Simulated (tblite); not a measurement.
Species: C7H3ClFO (doublet state).
Cartesian coordinates in Å at the GFN2-xTB level; atoms count from 1:
```
atom  x, y, z in Å
O1     1.353   -2.440    1.005
C2     0.778   -1.597    0.357
C3    -0.504   -1.533   -0.185
C4    -1.546   -0.730   -0.310
C5    -1.526    0.629    0.138
C6    -0.384    1.349    0.247
C7     0.928    0.907   -0.089
F8     1.765    1.930   -0.371
C9     1.452   -0.345   -0.152
Cl10   3.058   -0.585   -0.710
H11   -2.462   -1.099   -0.753
H12   -2.475    1.112    0.317
H13   -0.443    2.402    0.491
```

Method: GFN2-xTB as coded in tblite; computed harmonic values from a numerical Hessian at the method's own geometry, unscaled. Errors from tens to a few hundred cm⁻¹ against measured bands are possible. One conformer, not necessarily the lowest. Open shells enter through the occupations alone, without spin polarisation, and single modes of such species can be off by tens of per cent.

Harmonic wavenumbers (cm⁻¹): 66.9, 125.0, 176.9, 189.9, 256.2, 278.4, 339.9, 404.7, 413.3, 487.5, 536.5, 578.9, 616.2, 628.4, 733.1, 768.6, 825.7, 896.5, 907.4, 955.0, 1004.9, 1071.7, 1175.9, 1191.9, 1240.4, 1366.9, 1493.8, 1570.1, 1645.2, 1756.9, 3036.7, 3073.0, 3084.0.

A = 1621, B = 1170, C = 734.8 MHz; mass 156.986 u (most abundant isotopes); point group C1, symmetry number 1; spin multiplicity 2.

Problem. Zero-point energy?

Solution. ½Σν̃ = 16448 cm⁻¹ = 47.03 kcal/mol.

Problem. Entropy at 400 K, 1 bar (ideal gas, RRHO, classical rotation)?

Solution. Translation 42.55, rotation 30.70, vibration 30.92, spin (R ln 2) 1.38: S = 105.5 cal/(mol K).

Problem. And Cp and H(400 K) − H(0)?

Solution. Cp = 41.47 cal/(mol K), of which vibrations give 33.52 (their classical limit is 33 R = 65.6); H(400 K) − H(0) = 10.01 kcal/mol without the zero-point energy, 6.83 from vibrations.

Problem. What must be added to the electronic energy to get the Gibbs energy at 400 K and 1 bar?

Solution. ZPE + [H(400 K) − H(0)] − T·S = 47.03 + 10.01 − 42.22 = 14.82 kcal/mol.

Problem. How do the functions run with temperature in this model?

Solution. 
```json
{"T (K)": "100", "S (cal/(mol K))": "68.5", "Cp (cal/(mol K))": "15.9", "H − H(0) (kcal/mol)": "1.12", "G − H(0) (kcal/mol)": "-5.74", "ln q(vib)": "0.87"}
{"T (K)": "200", "S (cal/(mol K))": "82.6", "Cp (cal/(mol K))": "25.6", "H − H(0) (kcal/mol)": "3.20", "G − H(0) (kcal/mol)": "-13.32", "ln q(vib)": "2.73"}
{"T (K)": "300", "S (cal/(mol K))": "94.7", "Cp (cal/(mol K))": "34.3", "H − H(0) (kcal/mol)": "6.20", "G − H(0) (kcal/mol)": "-22.19", "ln q(vib)": "4.82"}
{"T (K)": "500", "S (cal/(mol K))": "115.4", "Cp (cal/(mol K))": "47.1", "H − H(0) (kcal/mol)": "14.45", "G − H(0) (kcal/mol)": "-43.27", "ln q(vib)": "9.10"}
{"T (K)": "800", "S (cal/(mol K))": "140.1", "Cp (cal/(mol K))": "57.6", "H − H(0) (kcal/mol)": "30.34", "G − H(0) (kcal/mol)": "-81.77", "ln q(vib)": "15.11"}
{"T (K)": "1000", "S (cal/(mol K))": "153.4", "Cp (cal/(mol K))": "61.6", "H − H(0) (kcal/mol)": "42.28", "G − H(0) (kcal/mol)": "-111.16", "ln q(vib)": "18.72"}
```

q(vib) and H(0) count from the zero-point level.

Problem. Which modes carry the vibrational entropy at 400 K?

Solution. 66.9 cm⁻¹: 4.82; 125.0 cm⁻¹: 3.59; 176.9 cm⁻¹: 2.92; 189.9 cm⁻¹: 2.78; 256.2 cm⁻¹: 2.22; 278.4 cm⁻¹: 2.07 cal/(mol K); the other 27 give 12.51 together.

Hindered rotation and anharmonicity are outside this model. Other conformers, if any are populated, would add a mixing term that is left out. The structure is chiral; the term R ln 2 for an equal mix with its mirror image is left out.

Time: 0.53 s. Hardware: an Arm Neoverse V1 with one thread, no GPU, shared host with 32 logical CPUs at a one-minute load of 25. The figure is for the frequency step alone.
